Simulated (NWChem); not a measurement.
# BSiH$_{3}$O$_{2}$F$_{2}$; SMILES OB([SiH](F)F)O

```xyz
9

Si    -0.1864    -0.8102    -0.4025
F      1.3289    -1.3520    -0.1120
F     -1.1502    -1.5702     0.6574
B     -0.0286     1.1690    -0.0127
O      1.1476     1.6335     0.4851
O     -1.0534     2.0187    -0.2416
H     -0.5812    -1.2825    -1.7550
H      1.8040     0.9352     0.5959
H     -0.8316     2.9278     0.0012
```
Atoms are numbered in this order, from 1.

Program: NWChem. Geometry: optimised at PBE0/def2-SVP.

For level PBE0/aug-cc-pVDZ:

```
Property                     Value
---------------------------  -----
highest occupied level (eV)  -8.70
dipole (D)                    2.12
```

Q: How do the values read with level PBE0/cc-pVDZ instead?

A: 
| Quantity | Result |
|---|---|
| highest occupied level (eV) | -8.41 |
| dipole (D) | 2.26 |
